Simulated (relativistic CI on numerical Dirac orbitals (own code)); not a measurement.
# Spin-allowed bands of a d7 ion in an octahedral site, by hand

Problem. Take Δ = 7000 cm⁻¹ and B = 940 cm⁻¹ for a high-spin d7 ion in an octahedral site. Calculate the three spin-allowed bands.

Working.
1. The terms of highest spin are 4F (energy 0) and 4P (15B = 14100 cm⁻¹). Here the F term splits into A2 at +1.2Δ = 8400, T2 at +0.2Δ = 1400 and T1 at −0.6Δ = -4200 cm⁻¹.
2. The two T1 states mix through the element 0.4Δ: H = [[-4200, 2800], [2800, 14100]], with roots ½(H₁₁ + H₂₂) ∓ ½√[(H₂₂ − H₁₁)² + 4H₁₂²] = ½(9900) ∓ ½(19138) = -4619 and 14519 cm⁻¹.
3. The ground term is 4T1 at -4619 cm⁻¹.
4. Bands: 4T2 6019 cm⁻¹ (1661 nm), 4A2 13019 cm⁻¹ (768 nm), 4T1(P) 19138 cm⁻¹ (523 nm).

Check. Exact diagonalisation of the whole d7 shell with these parameters gives 4T2 6019, 4A2 13019, 4T1 19138 cm⁻¹. The match is exact, since without spin-orbit coupling no other term has this spin. The ratio of the second band to the first, 2.163, depends on Δ/B = 7.4 alone, which is how a Tanabe-Sugano diagram is read.
